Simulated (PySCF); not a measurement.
A side-by-side comparison of computed properties.

First species: C5H8F2OSi.
Numbering: `[F:1][CH:2]([F:3])[O:4][C@@H:5]1[CH:6]=[CH:7][CH2:8][SiH2:9]1` (hydrogens: H10 on C2; H11 on C5; H12 on C6; H13 on C7; H14, H15 on C8; H16, H17 on Si9)

Second species: C₅H₈F₂OSi.
Structure used (GFN2-xTB), in Å, numbered top down from 1:
```
atom  x, y, z in Å
C1    -1.609   -1.690   -0.914
C2    -1.200   -0.509   -0.442
Si3   -2.459    0.817    0.051
C4     0.227   -0.264   -0.321
C5     0.746    0.862    0.158
O6     2.083    1.172    0.311
C7     2.993    0.188    0.164
F8     4.167    0.640    0.625
F9     3.202   -0.130   -1.141
H10   -0.918   -2.467   -1.205
H11   -2.654   -1.923   -1.028
H12   -2.244    2.025   -0.748
H13   -2.311    1.123    1.476
H14   -3.798    0.283   -0.202
H15    0.871   -1.066   -0.661
H16    0.152    1.703    0.480
H17    2.743   -0.753    0.693
```

Levels: PBE0/def2-SVPD for HOMO energy, LUMO energy, HOMO–LUMO gap and static isotropic polarisability; TDDFT PBE0/def2-SVPD for lowest singlet excitation; TDA PBE0/def2-SVPD for lowest triplet excitation (Tamm–Dancoff). Geometries: GFN2-xTB. Each species is one conformer at its optimised geometry, gas phase, non-relativistic unless stated. Electronic properties by PySCF.

The conformers computed, where there is a choice (atom-mapped SMILES and torsion angles):
- `[CH2:1]=[C:2]([SiH3:3])/[CH:4]=[CH:5]/[O:6][CH:7]([F:8])[F:9]`: C1–C2–C4–C5 -179°, C4–C5–O6–C7 -11°, C5–O6–C7–F8 -167°

The conformers of `FC(F)O[C@@H]1C=CC[SiH2]1` aren't listed.

```json
{"property": "HOMO energy", "column X": "-7.00 eV", "column Y": "-7.60 eV"}
{"property": "LUMO energy", "column X": "-1.16 eV", "column Y": "-0.12 eV"}
{"property": "HOMO–LUMO gap", "column X": "5.84 eV", "column Y": "7.48 eV"}
{"property": "lowest singlet excitation", "column X": "5.58 eV", "column Y": "6.38 eV"}
{"property": "lowest triplet excitation (Tamm–Dancoff)", "column X": "3.20 eV", "column Y": "4.41 eV"}
{"property": "static isotropic polarisability", "column X": "98.3 au", "column Y": "88.5 au"}
```

(1) Which column belongs to which species?

(2) How does each property change from the first species to the second?

Answers

(1) Column X is the second species and column Y the first. The first has 17 atoms and 78 electrons, the second 17 and 78.

(2) HOMO energy +0.60 eV; LUMO energy -1.04 eV; HOMO–LUMO gap -1.64 eV; lowest singlet excitation -0.80 eV; lowest triplet excitation (Tamm–Dancoff) -1.21 eV; static isotropic polarisability +9.8 au.

On the first: The polarisability is 13.12 Å³ as a volume (1 au = 0.148185 Å³), or 1.13 au for each of the 78 electrons. No computed singlet falls in the visible range (750 to 380 nm, 1.65 to 3.26 eV); S1 lies 3.12 eV above its blue end.

On the second: The vertical singlet–triplet gap S1 − T1 is 2.38 eV (TDDFT singlet less Tamm–Dancoff triplet; S1: HOMO→LUMO, weight 0.94; T1: HOMO→LUMO, weight 0.94). The 6 singlets span 5.58 to 6.82 eV, and their oscillator strengths add up to 0.57.
